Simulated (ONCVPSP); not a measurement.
Transferability test, ONCV potential for W (Z = 74)

```json
{"Element": "W (Z = 74)", "Generator": "ONCVPSP 4.0.1", "Type": "optimised norm-conserving Vanderbilt (ONCV)", "Functional": "PBE", "Relativity": "non-relativistic", "Frozen core": "[Kr] 4d10 4f14", "Valence charge": "14", "Reference configuration": "5s2 5p6 5d5 6s1", "Partial waves": "5s+6s: rc 1.95 bohr, ncon 5, nbas 10, qcut 4.9 1/bohr, 2 projectors; 5p: rc 1.65 bohr, ncon 4, nbas 8, qcut 7.3 1/bohr, 2 projectors, debl 2.6 Ha; 5d: rc 1.95 bohr, ncon 4, nbas 8, qcut 4.2 1/bohr, 2 projectors, debl 1.2 Ha", "Local potential": "polynomial inside 1.40 bohr (lpopt 3, dvloc0 1 Ha)", "Core correction": "Teter function, fcfact 5.5, rcfact 1.45"}
```

Energies are relative to the spin-unpolarised reference configuration 5s2 5p6 5d5 6s1; without spin polarisation the order of configurations can differ from experiment.

```tsv
valence configuration	charge	ΔE all-electron (eV)	error AE − PS (meV)
5s2 5p6 5d4 6s2	0	0.516	-4.8
5s2 5p6 5d4 6s1	+1	8.174	-1.5
5s2 5p6 5d4 6s0 6p1	+1	12.239	-0.6
```

Problem. What are ΔE and the potential's error for 5s2 5p6 5d4 6s0?

Solution. ΔE = 22.066 eV all-electron; the error (AE − PS) is +0.7 meV.

Levels in the configuration 5s2 5p6 5d4 6s0 6p1:

| level | all-electron (eV) | pseudo (eV) |
| --- | --- | --- |
| 5s | -73.277 | -73.290 |
| 5p | -49.004 | -49.012 |
| 5d | -13.733 | -13.735 |
| 6p | -7.239 | -7.239 |
